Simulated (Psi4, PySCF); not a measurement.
Intermolecular potential of HF ··· HBr (SMILES F and Br), singlet. Monomers: optimised at B3LYP-D3(BJ) (def2-TZVP), held rigid. Orientation: a higher rigid-body minimum at GFN2-xTB. Only R, the distance of the centres of mass, is varied, so the lowest point isn't the relaxed dimer.

Geometry at R = 3.19 Å (first 2 atoms: monomer A):
```
4

F      0.4622     0.0000     0.0000
H     -0.4622     0.0000     0.0000
Br    -1.6767     0.6206     2.3434
H     -0.2771     0.7238     2.5897
```

- RKS-B3LYP/6-31G* = restricted B3LYP/6-31G*, spherical d, no counterpoise correction run with PySCF
- SAPT0/jun-cc-pVDZ, frozen core (Psi4)

Interaction energies in kcal/mol:

```json
[
 {"R / Å": "2.59", "RKS-B3LYP/6-31G*": "4.27"},
 {"R / Å": "2.80", "RKS-B3LYP/6-31G*": "-0.88"},
 {"R / Å": "3.03", "RKS-B3LYP/6-31G*": "-2.89"},
 {"R / Å": "3.19", "RKS-B3LYP/6-31G*": "-3.18"},
 {"R / Å": "3.37", "RKS-B3LYP/6-31G*": "-3.01"},
 {"R / Å": "3.60", "RKS-B3LYP/6-31G*": "-2.46"},
 {"R / Å": "3.88", "RKS-B3LYP/6-31G*": "-1.75"},
 {"R / Å": "4.21", "RKS-B3LYP/6-31G*": "-1.12"},
 {"R / Å": "4.69", "RKS-B3LYP/6-31G*": "-0.62"},
 {"R / Å": "5.41", "RKS-B3LYP/6-31G*": "-0.31"},
 {"R / Å": "6.37", "RKS-B3LYP/6-31G*": "-0.15"},
 {"R / Å": "7.73", "RKS-B3LYP/6-31G*": "-0.07"}
]
```

Task: What does SAPT0/jun-cc-pVDZ give at the same points?

Result: 2.59: 7.82; 2.80: 2.04; 3.03: -0.64; 3.19: -1.39; 3.37: -1.69; 3.60: -1.65; 3.88: -1.39; 4.21: -1.06; 4.69: -0.69; 5.41: -0.37; 6.37: -0.19; 7.73: -0.08 (kcal/mol).
